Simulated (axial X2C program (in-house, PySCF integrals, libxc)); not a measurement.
HfN: nuclear properties from DFT to coupled cluster

Computed with an axial X2C code built on PySCF integrals: two-component X2C with atomic mean-field Coulomb and Gaunt terms, Gaussian nuclei, basis Hf dyall-acv3z, N dyall-av3z with contracted cores.

R = 1.704 Å (near the PBE0 minimum at charge 0 of the determinant lowest at the starting distance; the state shown can have its own minimum elsewhere); state Ω = 1/2 (⟨Sz⟩ = 0.50, ⟨Lz⟩ = 0.00 at PBE0).

```csv
level,Eeff magnitude (GV/cm),Ws magnitude Hf (kHz),A∥/gI Hf (MHz),A∥/gI N (MHz),μ (D)
PBE0,33.5,60.7,10100,38.2,-5.48
HF,55.2,102,7830,-120,-5.76
B3LYP,31.5,57.1,10300,45.7,-5.42
```

Eeff is the effective electric field on the electron electric dipole moment in this Ω state and Ws the scalar–pseudoscalar constant of the nucleus named (defined with the proton number Z and per Ω); A∥ (defined per Ω) follows by multiplying with gI = μI/(I μN); μ is positive if the N end (last atom) is positive. The operators were transformed with the bare-nucleus X2C matrices; with these basis sets, hyperfine constants and field gradients can be off by tens of per cent, and where levels differ in sign neither size nor sign is settled.

Finite-field MP2, CCSD and CCSD(T), with 17 electrons correlated in 130 natural virtual spinors (MP2 remainder added):

```csv
level,Eeff magnitude (GV/cm),Ws magnitude Hf (kHz),A∥/gI Hf (MHz),A∥/gI N (MHz),μ (D)
MP2,30.1,63.1,17000,897,-11.27
CCSD,32.6,58.8,10600,95.7,-6.09
CCSD(T),25.3,44.6,11100,155,-6.31
```

T1 = 0.039 (Lee–Taylor), a sign of multireference character. One unrestricted determinant, the lowest of a limited PBE0 search, is the reference; the functionals treat spin collinearly. The sign of Eeff is opposite to CCSD(T) at MP2. Eeff spreads by more than a factor of two over the levels. Correlation of the inner shells is missing, which matters for properties at the nucleus. Number of frozen shells: Hf 4 s, 3 p, 2 d, 1 f; N 1 s.

By how much does correlation change each value, CCSD(T) against HF?

Eeff magnitude -54 %; Ws magnitude Hf -56 %; A∥/gI Hf 42 %; A∥/gI N from -120 to 155, a change of sign; μ 10 %.
